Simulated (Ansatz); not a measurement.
Gas-phase electronic energies from Ansatz, PBE0-D4/def2-TZVP geometries. CCSD(T)/CBS is the MP2 limit (def2-TZVPP, def2-QZVPP) plus CCSD(T) − MP2 in def2-TZVPP, frozen cores. Functionals use def2-TZVPP. B3LYP here is the variant with VWN-RPA as its local correlation; programs differ in this. Each species was taken in one conformer, which may not be the lowest.

Consider the ligand exchange at the Si–O bond: `CC(=N)O[SiH2]O` + `[CH3][AlH][OH]` → `[CH3][AlH][O][SiH2]O` + `CC(=N)O`.

`CC(=N)O[SiH2]O`:

Z-matrix (Å, degrees):
```
C
C 1 1.492
H 1 1.092 2 109.6
H 1 1.092 2 109.5 3 -117.2
H 1 1.089 2 111.6 3 121.4
N 2 1.270 1 128.1 3 -120.3
O 2 1.338 1 112.7 3 59.8
H 6 1.014 2 111.8 1 1.0
Si 7 1.687 2 118.3 1 -172.4
O 9 1.630 7 112.6 2 -58.0
H 9 1.475 7 104.1 2 -174.2
H 9 1.481 7 106.7 2 67.1
H 10 0.965 9 110.2 7 56.7
```

`[CH3][AlH][OH]`:

Z-matrix (Å, degrees):
```
C
Al 1 1.941
H 1 1.092 2 111.9
H 1 1.095 2 111.0 3 120.7
H 1 1.095 2 111.2 3 -121.1
O 2 1.701 1 117.6 3 -3.3
H 2 1.589 1 124.2 3 176.8
H 6 0.956 2 122.5 1 -179.8
```

`[CH3][AlH][O][SiH2]O`:

Z-matrix (Å, degrees):
```
C
Al 1 1.941
H 1 1.094 2 111.3
H 1 1.092 2 112.4 3 121.8
H 1 1.096 2 110.5 3 -118.0
O 2 1.689 1 119.7 3 -136.3
H 2 1.584 1 123.8 3 45.0
Si 6 1.616 2 171.9 1 130.8
O 8 1.643 6 112.7 2 16.4
H 8 1.480 6 110.3 2 -100.0
H 8 1.488 6 107.8 2 138.1
H 9 0.958 8 117.7 6 70.3
```

`CC(=N)O`:

Z-matrix (Å, degrees):
```
C
C 1 1.493
H 1 1.092 2 109.8
H 1 1.092 2 109.8 3 117.7
H 1 1.088 2 111.1 3 -121.1
N 2 1.263 1 129.2 3 121.0
O 2 1.346 1 111.4 3 -59.0
H 6 1.014 2 111.4 1 0.0
H 7 0.967 2 106.0 1 180.0
```

Problem. Is it downhill or uphill in electronic energy at CCSD(T)/CBS, and by how much? (Best estimate.)

Solution. Ansatz gave: Downhill: ΔE = -0.20 eV.

Problem. What do these levels give: PBE-D4, ωB97X-V, ωB97M-V, B2PLYP, B3LYP, MP2/def2-TZVPP, CCSD(T)/def2-TZVPP, HF/def2-QZVPP, MP2/def2-QZVPP, SCS-MP2/def2-QZVPP, MP2/CBS(def2), CCSD/CBS(def2)? (An estimate is asked.)

Solution. Computed: PBE-D4 -0.17, ωB97X-V -0.20, ωB97M-V -0.19, B2PLYP -0.23, B3LYP -0.27, MP2/def2-TZVPP -0.18, CCSD(T)/def2-TZVPP -0.19, HF/def2-QZVPP -0.37, MP2/def2-QZVPP -0.19, SCS-MP2/def2-QZVPP -0.22, MP2/CBS(def2) -0.19, CCSD/CBS(def2) -0.23 eV.

Largest T1 diagnostic among the species: 0.013.

The D4 term adds +0.06 eV with B3LYP and +0.03 eV with PBE0; it sums over pairs of atoms, weighted by their polarisabilities, and B3LYP, whose exchange is more repulsive, gets the larger term. In def2-TZVPP, CCSD(T) changes the Hartree–Fock value by +0.17 eV (the triples alone add +0.03 eV) and MP2 by +0.18 eV.
